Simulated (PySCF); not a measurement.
C3H8O2Si, SMILES C[C@@H](C=O)[SiH2]O. Atoms are numbered in the order given.

```xyz
14

C     -0.8697    -1.1762     1.2386
C     -0.5906    -0.4346    -0.0759
C     -1.6089     0.6237    -0.4150
O     -1.8477     1.0381    -1.5339
Si     1.1173     0.4228    -0.0440
O      2.1776    -0.7720     0.4894
H     -0.9957    -0.4628     2.0802
H     -1.7954    -1.7838     1.1732
H     -0.0310    -1.8497     1.4989
H     -0.5232    -1.1242    -0.9462
H     -2.1368     1.0595     0.4930
H      1.0856     1.5940     0.9081
H      1.4513     0.9179    -1.4234
H      3.0793    -0.4761     0.7014
```

Geometry optimised at PBE-D3(BJ)/def2-SVP. The structure was generated by enumeration; whether it is a known compound was not checked. One conformer was computed; it need not be the lowest.

The numbers are results of PBE-D3(BJ)/def2-SVP (PySCF 2.14.0), not measurements.

Frequencies are harmonic and unscaled.

```
mode  ν (cm⁻¹)  IR (km/mol)  moving atoms (share of kinetic energy)
----  --------  -----------  --------------------------------------
1           55          1.4                 O 47 %, Si 23 %, H 22 %
2           74          6.0          O 59 %, C 18 %, H 14 %, Si 9 %
3          146         91.4                          H 82 %, O 13 %
4          168          8.0                  H 43 %, C 31 %, O 23 %
5          185          2.3                                  H 96 %
6          225          3.5         C 34 %, H 32 %, O 20 %, Si 14 %
7          254          5.9         H 33 %, C 32 %, O 19 %, Si 16 %
8          332          8.9          C 47 %, H 26 %, O 17 %, Si 9 %
9          521         23.4                  C 38 %, O 32 %, H 26 %
10         561         14.5                 H 54 %, Si 23 %, C 22 %
11         652         39.6                 C 41 %, H 38 %, Si 16 %
12         696         25.7                                  H 86 %
13         761        185.9                           H 87 %, O 9 %
14         820         43.4                 O 52 %, H 29 %, Si 18 %
15         880         47.8                          H 59 %, C 39 %
16         907        173.4                         H 75 %, Si 17 %
17         945         55.7                          H 79 %, C 11 %
18         951          4.2                          H 68 %, C 27 %
19         978         65.4                          H 78 %, C 16 %
20        1064         16.9                          C 68 %, H 31 %
21        1100         50.2                          C 59 %, H 40 %
22        1125         15.0                          H 60 %, C 39 %
23        1245          0.6                          H 64 %, C 35 %
24        1340          2.5                          H 80 %, C 20 %
25        1364          2.0                          H 82 %, C 10 %
26        1418         12.5                                  H 96 %
27        1426         10.1                                  H 97 %
28        1773        181.3                          C 61 %, O 37 %
29        2135        115.2                                  H 97 %
30        2169        114.1                                  H 97 %
31        2744        130.1                                  H 93 %
32        2969         23.0                                  H 97 %
33        2993          3.6                                  H 92 %
34        3050         14.2                           H 91 %, C 9 %
35        3079          4.1                           H 91 %, C 9 %
36        3771         88.0                                  H 94 %
```
